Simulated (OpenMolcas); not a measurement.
Zr3+ among 6 point charges of -1.7 e arranged as a tetragonal octahedron (D4h), 2.23 Å from the ion, with the axial distance 2.096 Å. The active orbitals were held to one l.

```json
{"Program": "OpenMolcas", "Method": "CASSCF", "Basis": "ANO-RCC-VTZP [7s6p4d2f1g]", "Scalar Hamiltonian": "DKH2, point nucleus", "Active space": "1 electron in 5 orbitals (4d)", "State averaging": "2S+1 = 2 even, 5 roots", "Spin-orbit coupling": "RASSI with atomic mean-field integrals over the reference wave functions"}
```

Problem. What is the spin-free ground state (labels of D4, the rotations of D4h)?

Solution. 2B2, 1-fold in its orbital part, 100 % from free-ion D terms; it has the highest spin that d1 allows.

Problem. Where is the first state of the same spin?

Solution. 2E at 2040 cm-1 above the ground state.

Problem. What are the lowest two levels with spin-orbit coupling?

Solution. A 2-fold level E3/2 with g = 1.61, 1.61, 1.62, then a 2-fold level E1/2 1871 cm-1 above it. Their leading multiplicities are 2 (100 %) and 2 (100 %).

Problem. What is χT at 300 K, and how does it compare with the textbook value?

Solution. The lowest level has 2S+1 = 2, for which the spin-only value is χT = S(S+1) / 2 = 0.375 cm3 K/mol (g = 2). The computed 0.309 at 300 K differs by -0.066, through orbital momentum, spin-orbit coupling and any other state in reach.

Point charges carry no covalency, so the field is a model and not that of real ligands. No measured value stands beside these numbers.
